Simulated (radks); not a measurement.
Effect of the nuclear size on the vanadium ion V+, [Ar] 3d4. Calculated with a radial shooting solver on a logarithmic mesh with Libxc functionals: Dirac Kohn-Sham, PBE, spin-unpolarised, spherical densities, finite nucleus; open shells fill j = l - 1/2 first; Fermi nuclear charge, rms radius 3.6002 fm. The rms radius is varied about that value; shifts are against it.

rms radius (fm),total energy shift (eV),density at nucleus (e/bohr^3),1s1/2 shift (meV),2s1/2 shift (meV),3s1/2 shift (meV)
2.8874,-0.0213,9955,-9.03,-0.778,-0.109
3.4238,-0.00569,9898,-2.41,-0.208,-0.029
3.6002,0,9881,0.000,0.000,0.000
3.7226,0.00411,9870,1.74,0.150,0.021
3.9854,0.0134,9848,5.68,0.489,0.069

Slopes of the eigenvalues against <r^2> in GHz/fm^2, as finite differences over the two radii next to the reference (eigenvalue slopes, not the field-shift constants of lines): 1s1/2 471, 2s1/2 40.5, 3s1/2 5.68.
